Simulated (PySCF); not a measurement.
Compound: BMe2(NCO), C3H6BNO.
InChI=1S/C3H6BNO/c1-4(2)5-3-6/h1-2H3

Level of theory: PBE0-D3(BJ)/def2-SVP geometry optimisation, gas phase (PySCF 2.14.0).

Masses are those of the commonest isotopes; rigid-rotor values at the optimised geometry. 

(1) What are A, B and C (MHz)?

(2) Classify the top.

(3) Is it planar, by Δ = Ic − Ia − Ib?

(4) Give the other two planar moments, Paa and Pbb, and the rms extents of the mass along the axes.

(5) Give the coordinates in the principal-axis frame, origin at the centre of mass.

(6) Predict some low-J microwave lines.

Results:

(1) Ia = 66.89, Ib = 273.17, Ic = 333.85 u·Å²; 505379 MHz·u·Å²/I gives A = 7556, B = 1850, C = 1514 MHz.

(2) An asymmetric top: κ = (2 × 1850 − 7556 − 1514)/(7556 − 1514) = -0.89.

(3) Not planar: Δ = Ic − Ia − Ib = -6.21 u·Å². For a rigid frame Δ = −2 Σ m c², so Σ m c² = 3.10 u·Å² lies off the ab plane, practically all of it from hydrogen. The atom farthest from that plane is 1.04 Å away.

(4) Paa = Σ m a² = (Ib + Ic − Ia)/2 = 270.07 and Pbb = Σ m b² = (Ia + Ic − Ib)/2 = 63.78 u·Å². With the mass M = 83.05 u, the rms extents √(P/M) along a, b and c are 1.80, 0.88, 0.19 Å.

(5) The sense of each axis is arbitrary; atoms in the order of the calculation.
| atom | mass (u) | a (Å) | b (Å) | c (Å) |
| --- | --- | --- | --- | --- |
| B1 | 11.009 | 1.058 | 0.000 | -0.002 |
| C2 | 12.000 | 1.764 | 1.405 | 0.008 |
| H3 | 1.008 | 2.078 | 1.622 | -1.030 |
| H4 | 1.008 | 2.689 | 1.400 | 0.605 |
| H5 | 1.008 | 1.115 | 2.229 | 0.335 |
| C6 | 12.000 | 1.878 | -1.339 | -0.003 |
| H7 | 1.008 | 2.197 | -1.529 | 1.040 |
| H8 | 1.008 | 2.808 | -1.256 | -0.588 |
| H9 | 1.008 | 1.309 | -2.219 | -0.334 |
| N10 | 14.003 | -0.369 | -0.057 | -0.009 |
| C11 | 12.000 | -1.563 | -0.022 | -0.001 |
| O12 | 15.995 | -2.733 | 0.002 | 0.005 |

(6) The dipole components are |μa| = 2.18 D, |μb| = 0.04 D, |μc| = 0.01 D. The squared components, which scale the intensities, stand as 1.00 : 0.00 : 0.00 (a : b : c). Some lines, for components of 0.1 D or more:

```
type  branch         J(Ka,Kc)    MHz  lower level (cm⁻¹)
   a       Q  1(1,0) ← 1(1,1)    336               0.303
   a       Q  5(2,3) ← 5(2,4)    495               2.465
   a       Q  2(1,1) ← 2(1,2)   1009               0.516
   a       Q  3(1,2) ← 3(1,3)   2017               0.835
   a       Q  4(1,3) ← 4(1,4)   3360               1.261
   a       R  1(0,1) ← 0(0,0)   3364               0.000
   a       Q  5(1,4) ← 5(1,5)   5033               1.792
   a       R  2(1,2) ← 1(1,1)   6391               0.303
   a       R  3(1,3) ← 2(1,2)   9578               0.516
   a       R  3(2,2) ← 2(2,1)  10092               1.120
   a       R  3(2,1) ← 2(2,0)  10149               1.121
   a       R  3(1,2) ← 2(1,1)  10587               0.549
   a       R  4(1,4) ← 3(1,3)  12755               0.835
   a       R  4(3,1) ← 3(3,0)  13485               2.437
   a       R  4(2,2) ← 3(2,1)  13587               1.459
   a       R  4(1,3) ← 3(1,2)  14098               0.903
   a       R  5(1,5) ← 4(1,4)  15919               1.261
   a       R  5(2,4) ← 4(2,3)  16787               1.905
   a       R  5(4,2) ← 4(4,1)  16851               4.257
   a       R  5(3,3) ← 4(3,2)  16865               2.887
   a       R  5(1,4) ← 4(1,3)  17593               1.373
```

Not checked by PBE0-D3(BJ)/def2-SVP frequencies. Constants of a rigid frame at the computed geometry: no zero-point averaging, no centrifugal distortion. A rigid rotor knows nothing of internal rotation, which can split or shift real lines. Quadrupole hyperfine structure (11B, 14N) is left out.
